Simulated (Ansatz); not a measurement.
`C=[CH][AlH2]` + `CCNC(C)(C)C` → `C=CN(CC)C(C)(C)C` + `[AlH3]`  (substitution at a C–Al bond)

Computed with Ansatz on PBE0-D4/def2-TZVP structures; ΔE is electronic, products minus reactants. CBS: MP2 limit from def2 TZ/QZ plus the TZ coupled-cluster correction, frozen cores. This one scheme is used for every species. DFT in def2-TZVPP. One conformer a species, not always the lowest.

`C=[CH][AlH2]`:

Z-matrix (Å, degrees):
```
C
C 1 1.337
H 1 1.089 2 123.0
H 1 1.089 2 121.7 3 180.0
Al 2 1.938 1 119.6 3 -180.0
H 2 1.090 1 116.7 3 -0.0
H 5 1.588 2 122.1 1 179.9
H 5 1.588 2 116.8 1 -0.1
```

`CCNC(C)(C)C`:

```xyz
22

C     0.323    2.318    1.196
C     1.076    1.355    0.290
N     0.837   -0.052    0.561
C    -0.127   -0.778   -0.266
C     0.461   -0.972   -1.660
C    -0.309   -2.142    0.388
C    -1.492   -0.090   -0.379
H     0.591    3.355    0.975
H    -0.758    2.214    1.087
H     0.574    2.132    2.245
H     0.827    1.561   -0.754
H     2.150    1.558    0.381
H     0.613   -0.183    1.539
H     0.612   -0.018   -2.171
H     1.427   -1.476   -1.593
H    -0.209   -1.573   -2.280
H    -0.738   -2.039    1.390
H     0.653   -2.650    0.478
H    -0.983   -2.769   -0.199
H    -1.403    0.897   -0.839
H    -1.949    0.032    0.607
H    -2.174   -0.679   -0.997
```

`C=CN(CC)C(C)(C)C`:

Z-matrix (Å, degrees):
```
C
C 1 1.524
N 1 1.445 2 115.2
H 1 1.094 2 109.5 3 120.2
H 1 1.090 2 110.0 3 -124.1
H 2 1.092 1 111.5 3 68.6
H 2 1.093 1 110.4 3 -171.8
H 2 1.091 1 110.9 3 -51.8
C 3 1.370 1 117.0 2 78.8
C 3 1.476 1 121.6 2 -80.3
C 9 1.341 3 128.8 1 4.5
H 9 1.084 3 113.7 1 -176.9
C 10 1.530 3 109.6 1 -142.2
C 10 1.532 3 110.9 1 96.7
C 10 1.524 3 110.5 1 -24.2
H 11 1.081 9 118.8 3 176.1
H 11 1.082 9 124.0 3 -3.0
H 13 1.092 10 109.8 3 175.3
H 13 1.092 10 110.3 3 55.6
H 13 1.091 10 112.7 3 -65.4
H 14 1.092 10 111.0 3 -61.9
H 14 1.092 10 110.9 3 58.0
H 14 1.093 10 110.7 3 177.9
H 15 1.091 10 108.7 3 -177.4
H 15 1.092 10 111.5 3 -58.7
H 15 1.091 10 112.4 3 63.8
```

`[AlH3]`:

```xyz
4

Al    0.000    0.000    0.000
H    -0.964   -1.193    0.403
H     1.559   -0.254   -0.141
H    -0.595    1.447   -0.262
```

Problem. Is it downhill or uphill in electronic energy at CCSD(T)/CBS, and by how much? (Best estimate.)

Solution. The calculation gave: Uphill: ΔE = +0.41 eV.

Problem. What do these levels give: revPBE-D4, BLYP-D4, B97M-V, r2SCANh-D4, B2PLYP, BLYP, r2SCAN, r2SCANh, MP2/def2-SVP, CCSD/def2-SVP, HF/def2-TZVPP, CCSD/CBS(def2)? (Best estimate.)

Solution. Computed: revPBE-D4 0.22, BLYP-D4 0.29, B97M-V 0.29, r2SCANh-D4 0.34, B2PLYP 0.44, BLYP 0.51, r2SCAN 0.37, r2SCANh 0.38, MP2/def2-SVP 0.20, CCSD/def2-SVP 0.30, HF/def2-TZVPP 0.63, CCSD/CBS(def2) 0.46 eV.

Largest T1 diagnostic among the species: 0.011.

At CCSD(T), def2-SVP lies −0.16 eV from the extrapolated value and def2-TZVPP −0.02 eV. The D4 term adds −0.17 eV with B3LYP and −0.10 eV with PBE0; it sums over pairs of atoms, weighted by their polarisabilities, and B3LYP, whose exchange is more repulsive, gets the larger term.

B3LYP here is the variant with VWN-RPA as its local correlation; programs differ in this.
